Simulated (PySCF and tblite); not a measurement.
## Conformers and averaged properties: C₅H₉FO, numbered as in [F:1][CH:2]1[CH2:3][CH2:4][O:5][CH2:6][CH2:7]1

The ensemble was built from 90 distance-geometry starts (ETKDG and KDG, MMFF94s, GFN2-xTB) and rests on PBE0-D3(BJ)/def2-SVP geometries. Weights use PBE0-D3(BJ)/def2-TZVP energies plus GFN2-xTB zero-point and thermal terms (modes under about 100 cm⁻¹ blended into free rotors). Symmetry numbers and mirror images are counted. Conformers within 4 kcal/mol (GFN2-xTB free energy) were kept, 7 at most. GIAO shieldings: PBE0/pcSseg-1. Couplings: B3LYP/pcSseg-1 with pcJ-1 on H, F (gas phase; spin-dipole term only for pairs with B, N, F, Si or P). Couplings are for ¹⁹F, ¹H. Shifts are against TMS (¹H), TMS (¹³C), CFCl3 (¹⁹F) at the same level; of two unlike H on one atom, a is the less shielded. Codes: tblite and PySCF.

The 6-ring runs over atoms 2–3–4–5–6–7.

```
conformer                                       shape  symmetry  E(GFN2) kcal/mol  E(DFT) kcal/mol  G(298.15 K) kcal/mol  weight %  dipole D
        1  6-ring chair (all substituents equatorial)        Cs              0.00             0.00                  0.00      62.9      1.30
        2                     6-ring chair (F1 axial)        Cs              0.49             0.25                  0.31      37.1      1.31
```

Weights (%) against temperature:

| T (K) | 1 | 2 | S(mix) cal/mol/K |
| --- | --- | --- | --- |
| 180 | 70.1 | 29.9 | 1.21 |
| 230 | 66.1 | 33.9 | 1.27 |
| 298.15 | 62.9 | 37.1 | 1.31 |
| 330 | 61.9 | 38.1 | 1.32 |
| 400 | 60.2 | 39.8 | 1.34 |

Averaged shifts at 298.15 K. ¹H: 4.41 (H2, 1H), 3.83 (H4a/H6a, 2H), 3.29 (H4b/H6b, 2H), 1.61 (H3a/H7a, 2H), 1.54 (H3b/H7b, 2H) ppm. ¹³C: 87.7 (C2), 65.6 (C4/C6), 35.0 (C3/C7) ppm. ¹⁹F: -199.4 (F1) ppm.

Averaged couplings (Hz): ²J(F1,H2) 56.6, ³J(F1,H3a) 18.0, ³J(F1,H3b) 10.4, ⁴J(F1,H4b) -0.8, ⁴J(F1,H4a) 3.7, ³J(H2,H3a) 4.4, ³J(H2,H3b) 8.8, ⁴J(H2,H4a) -0.8, ²J(H3a,H3b) -14.3, ³J(H3a,H4b) 3.7, ³J(H3a,H4a) 6.4, ⁴J(H3a,H7a) 1.7, ³J(H3b,H4b) 9.1, ³J(H3b,H4a) 4.5, ⁴J(H3b,H7b) 0.8, ²J(H4b,H4a) -13.3, ⁴J(H4b,H6a) -0.7, ⁴J(H4a,H6a) 0.6. Computed couplings to fluorine can be off by tens of per cent at such levels.

Coordinates of conformer 1 (Å):

```xyz
16

F    -1.124    2.239    0.175
C    -0.577    0.994    0.401
C     0.904    1.009    0.082
C     1.472   -0.401    0.188
O     0.780   -1.302   -0.633
C    -0.579   -1.392   -0.302
C    -1.284   -0.048   -0.442
H    -0.722    0.762    1.474
H     1.438    1.696    0.757
H     1.034    1.381   -0.947
H     1.436   -0.742    1.245
H     2.525   -0.422   -0.127
H    -1.024   -2.139   -0.975
H    -0.695   -1.772    0.736
H    -1.251    0.276   -1.495
H    -2.342   -0.131   -0.148
```

Unscaled ¹⁹F shifts at such levels can be off by tens of ppm; differences between conformers or isomers are more reliable. Shifts are unscaled: against experiment ¹³C can be off by 15 ppm or more and ¹H by 0.8 ppm.

Search and properties took 2.6 min on 1 thread of Intel Xeon Platinum 8259CL @ 2.50GHz, shared host (rough), launched as `OMP_NUM_THREADS=1 python ens_run.py task.json out`.
